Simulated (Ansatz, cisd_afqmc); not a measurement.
Species: C, charge 0, triplet.

Total energies in def2-QZVPPD, 4 correlated electrons, 1 frozen orbitals. Radicals and triplets start from unrestricted determinants; spin-orbit coupling is neglected. Correlated methods leave the cores frozen. No relativity. The Monte Carlo rows (phaseless AFQMC, CISD trial, step 0.005/hartree) carry one-sigma bars that omit the constraint's bias. Outlying blocks are dropped, and bars are widened where a walk drifts. Over all cases where full CI ran beside it in this data, AFQMC minus full CI had a median of +0.1 mEh and passed +0.4 mEh in a tenth of the cases. Full CI freezes restricted core orbitals and the other rows unrestricted ones, which leaves a small offset even where coupled cluster is exact.

| method | program | energy (Eh) | error against FCI (mEh) |
|---|---|---|---|
| HF | Ansatz | -37.69365 | 93.32 |
| MP2 | Ansatz | -37.76530 | 21.67 |
| CCSD | Ansatz | -37.78420 | 2.77 |
| CCSD(T) | Ansatz | -37.78656 | 0.41 |
| CCSDT(Q) | Ansatz | -37.78707 | -0.10 |
| CCSDTQ | Ansatz | -37.78708 | -0.11 |
| AFQMC/CISD | cisd_afqmc | -37.7868 ± 0.0002 | 0.1 ± 0.2 |
| FCI | Ansatz | -37.78697 | 0.00 |

Ansatz is a program for electronic structure.
